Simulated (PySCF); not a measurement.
Species: C₃H₇NSi.
SMILES with atom numbers: `[CH2:1]=[CH:2]/[CH:3]=[N:4]/[SiH3:5]` (hydrogens: H6, H7 on C1; H8 on C2; H9 on C3; H10, H11, H12 on Si5)

Computed by this run: PySCF 2.14.0, PBE0-D3(BJ)/def2-SVP geometry optimisation, gas phase; density fitting, grid level 1; the optimiser is geomeTRIC in internal coordinates, started from a GFN2-xTB structure with every atom displaced at random (about 0.01 Å).

Step 2: E = -12576.9650 eV
```
atom  x, y, z in Å  |  force x, y, z in eV/Å
C1     -2.4609    0.8544    0.4582    0.013  -0.109  -0.049
C2     -1.6511   -0.0790   -0.0572    0.325  -0.339  -0.209
C3     -0.1923    0.0385    0.0213    0.448   0.438   0.288
N4      0.6658   -0.7940   -0.4104   -0.495  -0.222  -0.163
Si5     2.4046   -0.6544   -0.3377   -0.015   0.040  -0.021
H6     -3.5478    0.7670    0.3996   -0.021   0.009   0.004
H7     -2.0545    1.7371    0.9620    0.015   0.014  -0.002
H8     -2.0216   -0.9748   -0.5665   -0.131   0.027   0.030
H9      0.1328    0.9749    0.5265   -0.033   0.149   0.083
H10     2.9573   -1.8600    0.3447   -0.032  -0.006   0.014
H11     2.8751    0.5757    0.3892   -0.036   0.005   0.007
H12     2.9359   -0.6159   -1.7334   -0.037  -0.006   0.018
```

Step 3: E = -12576.9857 eV
```
atom  x, y, z in Å  |  force x, y, z in eV/Å
C1     -2.4498    0.8340    0.4463   -0.273  -0.041  -0.031
C2     -1.6271   -0.0899   -0.0621    0.205   0.249   0.144
C3     -0.1789    0.0885    0.0528    0.121  -0.241  -0.138
N4      0.6481   -0.7643   -0.3992   -0.054   0.022  -0.013
Si5     2.3877   -0.6572   -0.3428    0.037   0.018   0.014
H6     -3.5371    0.7410    0.3864   -0.001   0.012   0.001
H7     -2.0525    1.7245    0.9457   -0.008  -0.021  -0.007
H8     -1.9769   -0.9939   -0.5714    0.002   0.040   0.035
H9      0.1343    1.0293    0.5649   -0.034  -0.039  -0.010
H10     2.9130   -1.8769    0.3361    0.006   0.000   0.008
H11     2.8830    0.5629    0.3837   -0.006   0.003   0.000
H12     2.8997   -0.6285   -1.7441    0.005  -0.002  -0.003
```

Question: Estimate the geometry and energy of step 4. (The exact step hangs on the optimiser's Hessian estimate; all steps are aligned on step 3, rigid shifts and turns removed.)

Answer: E = -12576.9807 eV, largest force 0.368 eV/Å
```
atom  x, y, z in Å  |  force x, y, z in eV/Å
C1     -2.5039    0.8268    0.4416    0.284   0.196   0.098
C2     -1.5884   -0.0301   -0.0276   -0.270  -0.224  -0.112
C3     -0.1376    0.1300    0.0768   -0.252   0.150   0.075
N4      0.6519   -0.7450   -0.3950    0.058   0.004  -0.016
Si5     2.3943   -0.6807   -0.3584    0.082   0.015   0.025
H6     -3.5784    0.6555    0.3375    0.047  -0.049  -0.030
H7     -2.1964    1.7450    0.9532   -0.024   0.032   0.024
H8     -1.9046   -0.9440   -0.5389    0.024  -0.064  -0.031
H9      0.1987    1.0615    0.5913    0.037  -0.057  -0.025
H10     2.8950   -1.9126    0.3177    0.008   0.003   0.000
H11     2.9226    0.5282    0.3634   -0.002  -0.002  -0.005
H12     2.8904   -0.6650   -1.7652    0.008  -0.004  -0.005
```

The energy changes by +0.0050 eV. The first-order estimate −F·Δx gives -0.0331 eV and the mean of the old and new forces, exact on a quadratic surface, +0.0043 eV. The step makes an angle of 77° with the force vector and moves no atom by more than 0.146 Å. The energy falls at the start of this step and ends higher, so the step passed the lowest point of its straight line.

What follows is the cost of the whole optimisation. On Arm Neoverse N1, one thread, shared host with 64 logical CPUs at a one-minute load of 62, this took 60 s of wall time and 0.45 GiB of memory at its peak.
